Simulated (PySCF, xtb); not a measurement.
C₂H₇Cl₂NSi, SMILES C[C@H](N)[SiH](Cl)Cl. The values are those of a single conformer.

Harmonic wavenumbers (cm⁻¹) from xtb with GFN2-xTB at its own minimum, in rising order: 41, 100, 117, 147, 228, 258, 304, 342, 429, 460, 539, 622, 636, 689, 926, 947, 1004, 1080, 1091, 1159, 1284, 1329, 1410, 1498, 1503, 1573, 2268, 2924, 3005, 3022, 3037, 3386, 3410.

Q: What does PBE-D3(BJ)/def2-SVP (PySCF) give at its own minimum? (The exact figures need the calculation; the answer reports its results.)

A: 61, 111, 136, 170, 246, 261, 313, 353, 436, 487, 576, 616, 770, 785, 796, 883, 948, 1054, 1064, 1152, 1241, 1319, 1334, 1411, 1419, 1579, 2189, 2951, 2951, 3040, 3049, 3393, 3476. Paired by order, the mean absolute difference is 39 cm⁻¹ and the zero-point energies are 58.3 and 58.0 kcal/mol.
